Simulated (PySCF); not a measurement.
An unknown is described by computed data only.

Formula: C6H12Si.

| Item | Value |
| --- | --- |
| 1H NMR | chemical shifts (computed TMS as zero) by class: 4.21 (2 H), 2.30 (2 H), 1.73 (2 H), 1.19 (3 H), 0.29 (3 H) ppm [GIAO PBE0/pcSseg-1] |
| Polarisability | 100.1 au [PBE0/def2-SVPD] |
| UV, strongest line | among the 8 lowest singlet transitions: S5 at 6.67 eV (186 nm, f = 0.042) [TDDFT PBE0/def2-SVPD] |
| Rotational structure | rotational constants A, B, C: 3.579, 0.953, 0.806 GHz [GFN2-xTB] |
| 13C NMR | chemical shifts (computed TMS as zero) by class: 87.6 (1 C), 83.4 (1 C), 18.1 (1 C), 16.0 (1 C), 3.3 (1 C), -7.9 (1 C) ppm [GIAO PBE0/pcSseg-1] |
| UV, first state | lowest singlet excitation: 6.30 eV (197 nm, f = 0.004) [TDDFT PBE0/def2-SVPD] |

Gas-phase values; electronic properties from PySCF, density fitting. Levels stand in brackets. Isolated species at its GFN2-xTB geometry (one conformer only). NMR classes are plain means over equivalent atoms (diastereotopic ones count apart unless rotation or inversion swaps them), as if these changed places fast.

**Question.** Give a SMILES that accounts for the data.

**Answer.** Numbering: `[CH3:1][CH2:2][C:3]#[C:4][CH2:5][SiH2:6][CH3:7]`. Its formula, C6H12Si, gives 2 degrees of unsaturation: 0 rings and 2 π bonds in the structure found. 6 carbons fall into 6 classes; from least to most shielded: alkyne carbon [C3] (87.6 ppm), alkyne carbon [C4] (83.4 ppm), methyl carbon [C1] (18.1 ppm), propargylic carbon [C2] (16.0 ppm), sp3 carbon bound to silicon [C5] (3.3 ppm), Si-methyl carbon [C7] (-7.9 ppm). Hydrogen classes from least to most shielded: 2 H on an SiH2 silicon, Si6 (4.21 ppm), 2 H on a propargylic carbon, C2 (2.30 ppm), 2 H on an sp3 carbon bound to silicon, C5 (1.73 ppm), 3 H on a methyl carbon, C1 (1.19 ppm), 3 H on an Si-methyl carbon, C7 (0.29 ppm, a mean of values up to 0.7 ppm apart in this geometry). The optimised geometry has point group C1 and is an asymmetric top. Structure: `CCC#CC[SiH2]C`. Computed isomers that give other values at the same levels: `CCCC#CC[SiH3]` (13C chemical shifts (computed TMS as zero) by class: 86.3 (1 C), 84.5 (1 C), 26.8 (1 C), 23.4 (1 C), 15.3 (1 C), 0.1 (1 C) ppm); `C=C(C)C1C[SiH2]C1` (13C chemical shifts (computed TMS as zero) by class: 173.1 (1 C), 115.0 (1 C), 40.4 (1 C), 29.0 (1 C), 20.9 (2 C) ppm); `CC(C)C1=C[SiH2]C1` (13C chemical shifts (computed TMS as zero) by class: 183.4 (1 C), 130.5 (1 C), 41.1 (1 C), 22.6 (2 C), 13.6 (1 C) ppm). The assignments are read from this structure; whether some other isomer fits the data as well wasn't checked.

Shape of the structure used: `[CH3:1][CH2:2][C:3]#[C:4][CH2:5][SiH2:6][CH3:7]`: C4–C5–Si6–C7 60°.
